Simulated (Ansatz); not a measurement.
`CNC(C)=N` and `CC(=N)C[SeH]` differ in one atom or group.

Ansatz, PBE0-D4/def2-TZVP geometries, multiplicity 1. Each molecule was computed in one conformer, which needn't be the lowest.

Scalar relativity is left out up to krypton.

| property | `CNC(C)=N` |
| --- | --- |
| LUMO energy (ωB97M-V/def2-TZVPP) / eV | 2.25 |
| HOMO–LUMO gap (PBE/def2-TZVPP) / eV | 5.27 |
| size of the dipole moment (PBE/def2-TZVPP) / D | 2.80 |
| size of the dipole moment (ωB97M-V/def2-TZVPP) / D | 2.92 |
| HOMO–LUMO gap (PBE0/def2-TZVPP) / eV | 7.36 |
| LUMO energy (PBE/def2-TZVPP) / eV | 0.03 |

(1) Give the same properties after the change, and the shifts. (An estimate is asked.)

Results:

(1) Ansatz gave: 
```
                                          property  `CC(=N)C[SeH]`  shift
             LUMO energy (ωB97M-V/def2-TZVPP) / eV            1.51  -0.74
               HOMO–LUMO gap (PBE/def2-TZVPP) / eV            3.96  -1.31
    size of the dipole moment (PBE/def2-TZVPP) / D            2.63  -0.17
size of the dipole moment (ωB97M-V/def2-TZVPP) / D            2.74  -0.18
              HOMO–LUMO gap (PBE0/def2-TZVPP) / eV            6.16  -1.20
                 LUMO energy (PBE/def2-TZVPP) / eV           -1.57  -1.60
```

With PBE0 the HOMO falls by 0.22 eV and the LUMO falls by 1.43 eV, so the gap narrows by about 1.21 eV. PBE moves the HOMO by -0.29 eV and ωB97M-V by -0.16 eV. Dipoles are sizes alone; their direction can turn.

Spin–orbit coupling is left out; it splits and shifts lone-pair levels of the heavy atoms by tenths of an eV.
